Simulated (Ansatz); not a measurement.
Start from `CB[SiH2]S` and change one atom or group to get `FB[SiH2]S`.

Ansatz, PBE0-D4/def2-TZVP geometries, multiplicity 1. Each molecule was computed in one conformer, which needn't be the lowest.

```csv
property,`CB[SiH2]S`
size of the dipole moment (B3LYP/def2-TZVPP) / D,0.77
LUMO energy (PBE0/def2-TZVPP) / eV,-1.96
HOMO energy (ωB97M-V/def2-TZVPP) / eV,-9.48
LUMO energy (PBE/def2-TZVPP) / eV,-2.94
HOMO–LUMO gap (ωB97M-V/def2-TZVPP) / eV,9.49
HOMO energy (B3LYP/def2-TZVPP) / eV,-7.03
```

**Question.** Give the same properties after the change, and the shifts. (Best estimate.)

**Answer.** Ansatz gave: 
```json
{"property": "size of the dipole moment (B3LYP/def2-TZVPP) / D", "`FB[SiH2]S`": "0.69", "shift": "-0.08"}
{"property": "LUMO energy (PBE0/def2-TZVPP) / eV", "`FB[SiH2]S`": "-1.94", "shift": "0.02"}
{"property": "HOMO energy (ωB97M-V/def2-TZVPP) / eV", "`FB[SiH2]S`": "-9.47", "shift": "0.01"}
{"property": "LUMO energy (PBE/def2-TZVPP) / eV", "`FB[SiH2]S`": "-2.87", "shift": "0.07"}
{"property": "HOMO–LUMO gap (ωB97M-V/def2-TZVPP) / eV", "`FB[SiH2]S`": "9.49", "shift": "0.00"}
{"property": "HOMO energy (B3LYP/def2-TZVPP) / eV", "`FB[SiH2]S`": "-7.12", "shift": "-0.09"}
```

The zero-point energy changes by -86.6 kJ/mol with -9 modes. Dipoles are sizes alone; their direction can turn.

B3LYP here is the variant with VWN-RPA as its local correlation; programs differ in this.
